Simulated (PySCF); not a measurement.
C3H6Si (SMILES C#C[SiH2]C), singlet, at a GFN2-xTB geometry; PySCF with CASCI(6,6)+NEVPT2/6-31G.

Input for PySCF:
```python
from pyscf import gto, scf, mcscf, mrpt
import numpy

mol = gto.M(
    atom='''
Si   -0.388997   -0.582849   -0.435169
C    -1.789649    0.158937    0.609260
C     1.176884    0.312982   -0.016828
C     2.191127    0.897125    0.257723
H    -0.657433   -0.395869   -1.867185
H    -0.204486   -2.004950   -0.116931
H    -1.588766    0.052795    1.671885
H    -1.916880    1.218406    0.404008
H    -2.735984   -0.333195    0.401725
H     3.079340    1.408432    0.497929
''',
    basis='6-31g',
    charge=0,
    spin=0,
    verbose=4,
)

mf = scf.RHF(mol)
mf.kernel()
mc = mcscf.CASCI(mf, 6, 6)
mc.fix_spin_(ss=0.0)
mc.kernel()
occ = numpy.linalg.eigvalsh(mc.fcisolver.make_rdm1(mc.ci, mc.ncas, mc.nelecas))[::-1]
ss = mc.fcisolver.spin_square(mc.ci, mc.ncas, mc.nelecas)[0]
print('natural occupations', occ.round(4), ' <S^2>', round(ss, 4))
e2 = mrpt.NEVPT(mc).kernel()
print('E(NEVPT2) = %.10f' % (mc.e_tot + e2))
```

What does PySCF print? Leave out banner, timings and long lists.


```
PySCF version 2.14.0

[INPUT] verbose = 4
[INPUT] num. atoms = 10
[INPUT] num. electrons = 38
[INPUT] charge = 0
[INPUT] spin (= nelec alpha-beta = 2S) = 0
[INPUT] symmetry False subgroup None
[INPUT] Mole.unit = angstrom
[INPUT] Symbol           X                Y                Z      unit          X                Y                Z       unit  Magmom
[...]
nuclear repulsion = 137.218790509666
number of shells = 34
number of NR pGTOs = 136
number of NR cGTOs = 52
basis = 6-31g
ecp = {}

******** <class 'pyscf.scf.hf.RHF'> ********
method = RHF
initial guess = minao
damping factor = 0
level_shift factor = 0
DIIS = <class 'pyscf.scf.diis.CDIIS'>
diis_start_cycle = 1
diis_space = 8
diis_damp = 0
SCF conv_tol = 1e-09
SCF conv_tol_grad = None
SCF max_cycles = 50
direct_scf = True
direct_scf_tol = 1e-13
Set gradient conv threshold to 3.16228e-05
Initial guess from minao.
init E= -406.250858222504
[...]
cycle= 1 E= -405.83993758024  delta_E= 0.411  |g|= 0.272  |ddm|=  2.7
[...]
cycle= 2 E= -405.872345960959  delta_E= -0.0324  |g|= 0.0685  |ddm|= 0.784
[...]
cycle= 3 E= -405.87438518947  delta_E= -0.00204  |g|= 0.0306  |ddm|= 0.258
[...]
cycle= 4 E= -405.874624073626  delta_E= -0.000239  |g|= 0.00791  |ddm|= 0.0387
[...]
cycle= 5 E= -405.874642421009  delta_E= -1.83e-05  |g|= 0.00113  |ddm|= 0.0135
[...]
cycle= 6 E= -405.874643060432  delta_E= -6.39e-07  |g|= 0.000309  |ddm|= 0.00199
[...]
cycle= 7 E= -405.874643115786  delta_E= -5.54e-08  |g|= 0.000114  |ddm|= 0.000625
[...]
cycle= 8 E= -405.874643128318  delta_E= -1.25e-08  |g|= 5.05e-05  |ddm|= 0.000277
[...]
cycle= 9 E= -405.874643131843  delta_E= -3.53e-09  |g|= 2.82e-05  |ddm|= 0.000112
[...]
cycle= 10 E= -405.874643133441  delta_E= -1.6e-09  |g|= 9.35e-06  |ddm|= 0.000102
[...]
cycle= 11 E= -405.874643133604  delta_E= -1.64e-10  |g|= 9.81e-07  |ddm|= 4.24e-05
[...]
Extra cycle  E= -405.874643133605  delta_E= -9.09e-13  |g|= 4.23e-07  |ddm|= 2.59e-06
converged SCF energy = -405.874643133605

******** <class 'pyscf.mcscf.casci.CASCI'> ********
CAS (3e+3e, 6o), ncore = 16, nvir = 30
natorb = False
canonicalization = True
sorting_mo_energy = False
******** <class 'pyscf.fci.addons.SpinPenaltyFCISolver'> ********
max. cycles = 200
conv_tol = 1e-08
davidson only = True
linear dependence = 1e-12
level shift = 0.001
max iter space = 12
nroots = 1
pspace_size = 400
spin = None
Density matrix diagonal elements [1.99764437e+00 1.97929055e+00 1.99060138e+00 1.03354568e-02
 2.08448514e-02 1.28339004e-03]
[...]
CASCI E = -405.888772093384  E(CI) = -6.77143651420823  S^2 = 0.0000000
[...]
6 H 1s          -0.16924  -0.02110   0.02299   0.02281  -0.08033
6 H 2s          -0.00211   0.00449   0.00458  -0.02965  -0.06492
7 H 1s          -0.16924  -0.02110  -0.02298  -0.02281  -0.08033
7 H 2s          -0.00211   0.00449  -0.00458   0.02965  -0.06492
8 H 1s          -0.10801   0.03811   0.00000  -0.00000  -0.11299
8 H 2s          -0.00226   0.00113  -0.00000   0.00000  -0.05701
9 H 1s          -0.00810  -0.00173  -0.00000   0.00000   0.00635
9 H 2s           0.00020   0.00011  -0.00000   0.00000   0.00558
               #6
0 Si 1s          0.00002
0 Si 2s          0.00006
0 Si 3s         -0.01291
0 Si 4s          0.01814
0 Si 2px        -0.00054
0 Si 2py        -0.00027
0 Si 2pz        -0.00011
0 Si 3px         0.53397
0 Si 3py         0.33722
0 Si 3pz         0.17183
0 Si 4px         0.46476
0 Si 4py         0.31154
0 Si 4pz         0.16614
1 C 1s          -0.00002
1 C 2s           0.08611
1 C 3s           0.03377
1 C 2px          0.00905
1 C 2py         -0.06174
1 C 2pz         -0.05910
1 C 3px          0.00346
1 C 3py         -0.02818
1 C 3pz         -0.02680
2 C 1s          -0.00005
2 C 2s          -0.25137
2 C 3s          -0.08076
2 C 2px          0.16798
2 C 2py          0.10827
2 C 2pz          0.05606
2 C 3px          0.13972
2 C 3py          0.06285
2 C 3pz          0.02162
3 C 1s          -0.00002
3 C 2s           0.03699
3 C 3s           0.02609
3 C 2px          0.02494
3 C 2py          0.00522
3 C 2pz         -0.00165
3 C 3px          0.01244
3 C 3py          0.00826
3 C 3pz          0.00437
4 H 1s           0.15250
4 H 2s           0.06990
5 H 1s           0.15250
5 H 2s           0.06990
6 H 1s          -0.03578
6 H 2s           0.01556
7 H 1s          -0.03578
7 H 2s           0.01556
8 H 1s           0.00680
8 H 2s          -0.06878
9 H 1s          -0.08588
9 H 2s          -0.04304
<CAS-nat-orb|mo-hf>  17     17       0.93181891
<CAS-nat-orb|mo-hf>  18     19       0.93180351
<CAS-nat-orb|mo-hf>  19     18       0.99999675
<CAS-nat-orb|mo-hf>  20     21       0.99999675
<CAS-nat-orb|mo-hf>  21     20       0.95007978
<CAS-nat-orb|mo-hf>  22     22       0.95009775
Sr    (-1)',   E = -0.02592576959351
Si    (+1)',   E = -0.00179691676291
Sijrs (0)  ,   E = -0.11952012500029
Sijr  (+1) ,   E = -0.01670659554037
Srsi  (-1) ,   E = -0.08623523057397
Srs   (-2) ,   E = -0.02934809196827
Sij   (+2) ,   E = -0.00299915728400
Sir   (0)' ,   E = -0.03064759332380
Nevpt2 Energy = -0.313179480047128
E(NEVPT2) = -406.2019515734
```
